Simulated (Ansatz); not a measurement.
The same path of BrGeH3S (6 atoms, charge 0, multiplicity 1) was run twice with different band settings. Lost on the way: S3–H4. Made: Br2–H4.

These are results of Ansatz 0.2.0, RKS PBE-D4/def2-SVP, not measurements.

Relaxed end points:

```xyz
6
Properties=species:S:1:pos:R:3
Ge -0.434 0.130 0.282
Br -1.612 -1.427 -1.001
S 1.756 -0.298 0.305
H 1.927 0.087 -0.991
H -0.730 1.516 -0.341
H -0.908 -0.008 1.746
```

```xyz
6
Properties=species:S:1:pos:R:3
Ge -0.076 0.631 0.695
Br -0.713 -1.432 -1.615
S 1.956 0.334 0.508
H 0.676 -1.173 -1.272
H -0.864 1.759 -0.035
H -0.978 -0.119 1.719
```

Common settings: movable images 7; climbing image yes; spring 5.0 eV/Å²; start path through a guess of the saddle point; force threshold 0.03 eV/Å; iteration limit 60; end points relaxed.

| run | optimiser |
| --- | --- |
| 1 | quadratic models (default) |
| 2 | fire |

Problem. What does each run give, and how far can it be trusted?

Solution. Run 1: converged after 8 iterations, highest image 1.746 eV above the first end. A vibrational analysis at the climbing image gives one clearly imaginary mode, 138i cm⁻¹: a first-order saddle point.
Run 2: converged after 30 iterations, highest image 1.747 eV above the first end. Another band between the same ends (7 images) ends at a top of the same energy, where a vibrational analysis finds 1 clearly imaginary mode.
The orbitals stay closed-shell, which can raise the energy where a bond breaks towards radicals; this wasn't checked here.
